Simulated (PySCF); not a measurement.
Mg(F)(SH) (FHMgS), SMILES [F][Mg][SH]. Heavy atoms are numbered as in [Mg:1]([F:2])[SH:3]. Hydrogens are named by the atom that carries them.

The structure is a stationary point at B3LYP-D3(BJ)/def2-TZVP. The values are those of a single conformer.

The numbers are results of PBE0/pcSseg-2 run with PySCF, not measurements.

GIAO shieldings, no solvent; atoms alike by connectivity are averaged. δ = σ(ref) − σ: ¹⁹F against CFCl3 (σ = 165.8 ppm); ³³S against H2S (σ = 711.3 ppm); ¹H against TMS (σ = 31.54 ppm), references at their B3LYP-D3(BJ)/def2-TZVP geometries, non-relativistic.

```json
[
 {"atoms": "F2", "nucleus": "¹⁹F", "count": "1", "δ (ppm)": "-239.4"},
 {"atoms": "S3 (SH)", "nucleus": "³³S", "count": "1", "δ (ppm)": "-154.0"},
 {"atoms": "H on S3", "nucleus": "¹H", "count": "1", "δ (ppm)": "[?]"}
]
```

Q: What belongs in the gaps? (The exact figures need the calculation; the answer reports its results.)

A: 
- H on S3, δ (ppm): -1.10
